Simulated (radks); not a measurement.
Au II, 78 electrons, occupied as [Xe] 4f14 5d10. Method: scalar-relativistic Kohn-Sham, PBEsol, spin-polarised, spherical densities, point nucleus; computed with a radial shooting solver on a logarithmic mesh with Libxc functionals.

Normalised radial functions P(r) = r R(r), r in bohr:

r             4f       5p       5d
0.003097  0.0000   0.0153   0.0002
0.004131  0.0000   0.0244   0.0003
0.00551   0.0000   0.0385   0.0008
0.00729   0.0000   0.0590   0.0016
0.009723  0.0001   0.0898   0.0034
0.01297   0.0003   0.1322   0.0071
0.0173    0.0010   0.1858   0.0145
0.02307   0.0027   0.2439   0.0287
0.03077   0.0074   0.2881   0.0544
0.04104   0.0192   0.2857   0.0969
0.05474   0.0471   0.1955   0.1583
0.07301   0.1087  -0.0031   0.2294
0.09737   0.2309  -0.2587   0.2783
0.1299    0.4439  -0.4139   0.2488
0.1732    0.7557  -0.2767   0.0906
0.231     1.1137   0.1639  -0.1715
0.3081    1.3897   0.5705  -0.3893
0.411     1.4399   0.4803  -0.3642
0.5481    1.2244  -0.1667  -0.0339
0.7253    0.8559  -0.8667   0.4257
0.9673    0.4721  -1.1347   0.7830
1.29      0.2001  -0.8814   0.8671
1.721     0.0625  -0.4546   0.7189
2.295     0.0135  -0.1559   0.4757
3.061     0.0018  -0.0333   0.2504
4.083     0.0001  -0.0039   0.1006
5.445     0.0000  -0.0002   0.0284

4f: eigenvalue -89.654 eV, 0 radial nodes, <r> = 0.499 bohr, 90 % of the charge inside 0.801 bohr. 5p: eigenvalue -68.369 eV, 3 radial nodes at r = 0.0727, 0.210, 0.515 bohr, <r> = 1.07 bohr, 90 % of the charge inside 1.56 bohr. 5d: eigenvalue -15.357 eV, 2 radial nodes at r = 0.193, 0.560 bohr, <r> = 1.57 bohr, 90 % of the charge inside 2.47 bohr.
